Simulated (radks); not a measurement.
All-electron atom: Gd III in [Xe] 4f7 5d1 (the NIST ground configuration). Method: scalar-relativistic Kohn-Sham, LDA (Slater exchange, Perdew-Wang correlation), spin-polarised, spherical densities, finite nucleus; open shells are filled with parallel spins first (spin-orbit coupling, left out, can overturn this in heavy ions); Fermi nuclear charge, rms radius 5.1569 fm; computed with a radial shooting solver on a logarithmic mesh with Libxc functionals.

Normalised radial functions P(r) = r R(r), r in bohr:

```
   r/bohr * 4f up (the largest magnitude, 1.08, reaches the edge; | marks zero)
 0.003418 *
 0.004559 *
 0.006129 *
  0.00824 *
  0.01108 *
  0.01478 *
  0.01987 *
  0.02671 *
  0.03562 *
   0.0479 *
  0.06439 |*
  0.08658 |  *
   0.1155 |     *
   0.1552 |           *
   0.2087 |                     *
   0.2806 |                                 *
   0.3743 |                                              *
   0.5032 |                                                      *
   0.6766 |                                                     *
   0.9096 |                                            *
    1.213 |                                *
    1.631 |                   *
    2.193 |         *
    2.925 |   *
    3.933 |*
    5.287 *
    7.108 *
```

4f up: eigenvalue -24.542 eV, 0 radial nodes, <r> = 0.850 bohr, 90 % of the charge inside 1.45 bohr.
